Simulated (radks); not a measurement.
The tin anion Sn4-, [Xe], held by a Watson sphere: a shell of charge +4 at radius R that stands for the Madelung well of a crystal (potential energy -4/R inside, -4/r outside, in hartree with lengths in bohr). All-electron calculation, scalar-relativistic Kohn-Sham, LDA (Slater exchange, Perdew-Wang correlation), spin-unpolarised, spherical densities, point nucleus. Program: a radial shooting solver on a logarithmic mesh with Libxc functionals. Response by self-consistent Sternheimer equations with the Hartree and adiabatic LDA kernel, the relativistic mass of each level held fixed and spin-orbit coupling left out. The sphere does not respond.

R (bohr)  e(4d) (eV)  e(5s) (eV)  e(5p) (eV)  <r> 5p (bohr)  sum of <r^2> (bohr^2)  X-ray form factor at sin(theta)/lambda = 0.1 1/angstrom  alpha (bohr^3)
3.45         -24.188     -11.438      -5.580          3.359                  116.5                                                   47.671           101.1
3.7          -23.870     -10.873      -5.214          3.496                  123.6                                                   47.474           120.5
3.94         -23.642     -10.402      -4.889          3.630                  130.7                                                   47.297           142.4
3.99         -23.602     -10.312      -4.824          3.658                  132.3                                                   47.262           147.4
4.95         -23.139      -9.048      -3.792          4.205                  164.0                                                   46.700           279.3
5.5          -23.029      -8.633      -3.361          4.524                  184.6                                                   46.476           391.1
5.64         -23.012      -8.554      -3.266          4.606                  190.2                                                   46.430           424.3
5.73         -23.003      -8.507      -3.208          4.658                  193.8                                                   46.402           446.7
5.81         -22.995      -8.469      -3.158          4.705                  197.0                                                   46.379           467.4
